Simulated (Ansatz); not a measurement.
Z-matrix (Å, degrees):
```
C
C 1 1.3172
H 2 1.0870 1 118.58
C 1 1.4603 2 148.79 3 0.00
H 4 1.0844 1 119.01 2 -73.77
H 4 1.0844 5 114.21 1 -149.02
C 1 1.4630 2 147.72 3 -180.00
H 7 1.0844 1 119.03 2 -73.79
H 7 1.0844 8 114.20 1 -149.07
C 2 1.4980 3 116.93 1 180.00
H 10 1.0902 2 111.15 3 180.00
H 10 1.0941 11 108.31 2 122.32
H 10 1.0941 11 108.31 12 115.36
```
Charge 0, spin multiplicity 1.

The numbers are results of frozen-core CCSD(T)/cc-pVTZ // B3LYP-D3(BJ)/def2-TZVP in Ansatz (a first-principles code), not measurements.

The HF energy comes out as -193.99404 Ha and the MP2 correlation energy is -0.83224 Ha.

Estimate the CCSD correlation energy, the (T) correction, the total energy and the T1 diagnostic.


```
Property                         Value
-----------------------  -------------
CCSD correlation energy    -0.87453 Ha
(T) correction             -0.03900 Ha
CCSD(T) total energy     -194.90757 Ha
T1 diagnostic                    0.010
```
